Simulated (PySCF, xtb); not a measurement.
C2H6BFN2, SMILES C=C(F)B(N)N.

GFN2-xTB (xtb) at its own geometry gives an orbital gap of 4.18 eV and a dipole moment of 3.15 D.

Geometry optimised at PBE-D3(BJ)/def2-SVP. The geometry has at least one imaginary mode, so it is a saddle point at that level. The structure was generated by enumeration, and PubChem lists no compound with its InChIKey, so it may never have been made. Other conformers were not sampled.

What does PBE0/def2-TZVP (PySCF) give? (The exact figures need the calculation; the answer reports its results.)

gap 6.75 eV (levels -7.05 and -0.30 eV), dipole 2.34 D.
